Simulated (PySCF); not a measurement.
# One molecule, several mistakes: Al2F2H2

Calculated results; nothing here was measured. The program is PySCF 2.14.0, an open-source quantum chemistry code, run on an isolated molecule that a program drew, which may never have been made. The molecule is Al2F2H2 (charge 0, singlet), drawn as the SMILES string `[F][AlH][AlH][F]`.

Each row is a Hartree-Fock (HF) and frozen-core CCSD(T) single point in the cc-pV(D+d)Z basis, meant for a local HF minimum. Run 1 is clean. Each other run has one planted mistake out of seven kinds, and not every kind appears here: one electron removed, one electron added, multiplicity raised by two, geometry at a saddle point, minimal basis STO-3G, one bond length entered in bohr, all coordinates scaled. The reference is restricted for singlets and unrestricted otherwise, and also for a bond in bohr. Adding or removing an electron swaps singlet and doublet. Electrons count all cores. HOMO and LUMO are orbital energies over both spins, the gradient is its largest component, and the lowest frequency (negative if imaginary) is given only where the gradient is small. Bond lengths are over the 5 bonds as drawn. T1 is the CCSD diagnostic: over 0.02 (restricted) or 0.045 (unrestricted) a single reference is doubtful.

Geometry of the clean run:
```xyz
6
Al2F2H2, angstrom
F     1.8773   -2.0614    0.6470
Al    0.3784   -2.6554    0.2422
Al   -1.5644   -0.9209    0.2208
F    -2.1826   -0.5413   -1.2749
H     0.3343   -4.1996   -0.0727
H    -2.2450   -0.1771    1.4330
```

```
run  electrons  basis functions  <S^2>  HOMO (eV)  LUMO (eV)  gradient (hartree/bohr)  lowest frequency (cm^-1)  mean bond (Å)  longest bond (Å)      T1  HF (hartree)  CCSD(T) (hartree)                 mistake
  1         46               84  0.000     -10.04       0.41                  2.5e-05                        25         1.8165             2.604  0.0155    -684.02904         -684.55885                no fault
  2         46               84  0.000     -10.02       0.53                  4.6e-02                         -         1.7366             2.490  0.0144    -684.01731         -684.54403  all coordinates scaled
  3         45               84  0.795     -18.27      -8.48                  6.3e-02                         -         1.8165             2.604  0.0233    -683.68949         -684.20665    one electron removed
  4         46               30  0.000      -5.80       8.72                  3.9e-02                         -         1.8165             2.604  0.0182    -675.30780         -675.42919    minimal basis STO-3G
  5         46               84  2.005      -6.76      -1.89                  1.7e-02                         -         1.8165             2.604  0.0222    -683.91582         -684.43634                       ?
```

**Which mistake was planted in run 5, and what did it cost?**

Electrons, basis and geometry are unchanged, and <S^2> is 2.005, beside S(S+1) = 2.00 for a multiplicity of 3. So the mistake is: multiplicity raised by two. Subtracting run 1 and multiplying by 627.51 kcal/mol a hartree, the energy moved by 71.0 kcal/mol in HF and 76.9 kcal/mol in CCSD(T).

